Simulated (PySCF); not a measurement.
C₅H₇NOSi.
SMILES: `C=CO[SiH2]/C=C/C#N`

Computed, not measured: PySCF, TDDFT CAM-B3LYP/def2-SVPD, vertical, gas phase, core orbitals frozen in the response. The structure is a single GFN2-xTB conformer in the gas phase; no vibrational or solvent corrections. Torsions of this conformer, `[CH2:1]=[CH:2][O:3][SiH2:4]/[CH:5]=[CH:6]/[C:7]#[N:8]`: C1–C2–O3–Si4 180°, C2–O3–Si4–C5 180°, O3–Si4–C5–C6 0°.

Computed states:

```
state  E (eV)       f
   S1    5.62   0.014
   S2    6.10   0.477
   S3    6.21  0.0017
   S4    6.40   0.010
   S5    6.59  0.0041
   S6    7.08   0.429
   S7    7.08   0.032
   S8    7.33  0.0002
```

Broadening: Gaussians 0.5 eV wide at half height, area fixed by f = 4.319×10⁻⁹ ∫ε dν̃. The width is an assumption, not a result. The curve ends short of the highest state used, and states not computed would add to its high-energy end.

Question: Give the broadened spectrum and its maxima.

Answer: 
```tsv
λ (nm)	ε (L mol⁻¹ cm⁻¹)
184.2	7227
186.2	4861
188.2	4228
190.2	5241
192.2	7753
194.3	11710
196.3	16205
198.3	20627
200.3	24104
202.3	25920
204.3	25746
206.3	23728
208.3	20390
210.3	16430
212.3	12496
214.4	8890
216.4	6179
218.4	4189
220.4	2814
222.4	1903
224.4	1310
226.4	921
228.4	657
230.4	472
232.4	336
234.5	231
236.5	158
238.5	105
240.5	68
242.5	43
244.5	26
246.5	15
248.5	9
250.5	5
252.6	3
254.6	1
```

Maxima: 203 nm (6.10 eV), ε about 26000, made up of S2 (99%) (ε in L mol⁻¹ cm⁻¹; maxima over ε = 5, shares over 10%). At its high-energy end, 6.73 eV, the curve is still rising (ε about 7200, from S6).

Question: Coming from long wavelengths, where does ε first pass 100 L mol⁻¹ cm⁻¹?

Answer: At about 239 nm (5.19 eV), 0.43 eV below S1.

Question: What would ε be at 6.10 eV, the highest of these maxima, with half the width (0.25 eV)?

Answer: About 51600 L mol⁻¹ cm⁻¹ against 26100, a factor of about 1.98; a lone state at its own centre would give exactly 2.

Question: On this curve, what absorbance would a 10⁻⁵ mol/L sample give at 254 nm over a 1 cm path?

Answer: 254 nm is 4.881 eV, where ε is about 1.7 L mol⁻¹ cm⁻¹, so A = ε c l ≈ 1.7e-05 (Beer–Lambert, with the gas-phase spectrum and the assumed width).
